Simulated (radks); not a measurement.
Results of a calculation; reference values are marked as such.
Spherical quantum dot in the effective-mass picture: electrons in a well V = -V0 / (1 + exp((r - R)/a)) with V0 = 30.7, R = 1.38, a = 0.1, with a point charge +2 (a donor) at the centre, all in effective atomic units (hartree* = m*/eps^2 hartree, bohr* = eps/m* bohr), one dielectric constant everywhere. Level of theory: non-relativistic Kohn-Sham, LDA (Slater exchange, Perdew-Wang correlation), spin-polarised, spherical densities (a radial shooting solver with Libxc functionals). Levels are named by radial order and angular momentum (1s, 1p, 1d, 2s, ...), and open shells are averaged over m. Results are scaled to m* = 0.028 and eps = 9.9, for which hartree* = 7.774 meV and bohr* = 18.71 nm.

N = 14, configuration 1s2 1p6 1d(up 5, down 0) 2s(up 1, down 0). This is the lowest configuration that the search found. Occupied and some empty levels:

level,occupation,eigenvalue (meV),<r> (nm)
1s up,1,-135.96,12.88
1s down,1,-133.77,12.90
1p up,3,-115.25,16.50
1p down,3,-113.06,16.48
1d up,5,-92.422,18.16
1d down,0,-90.164,18.16
2s up,1,-90.139,13.65
2s down,0,-87.587,13.73
1f up,0,-65.343,19.38
1f down,0,-63.075,19.39
2p up,0,-47.878,15.71
2p down,0,-46.010,15.77
1g up,0,-34.314,20.41
1g down,0,-32.091,20.44

Energy (meV): total -2251.23, kinetic 539.24, external -3462.5, Hartree 777.98, exchange-correlation -105.99.

Electron density:

r (nm),n(r) (e/nm^3)
0.686,0.001207
3.27,0.0007023
5.86,0.0004441
8.45,0.0003434
11.0,0.0003319
13.6,0.0003455
16.2,0.0003276
18.8,0.0002513
21.4,0.0001395
24.0,0.00005090
26.5,0.00001185
29.2,2.008e-06
31.7,3.094e-07
34.3,4.743e-08
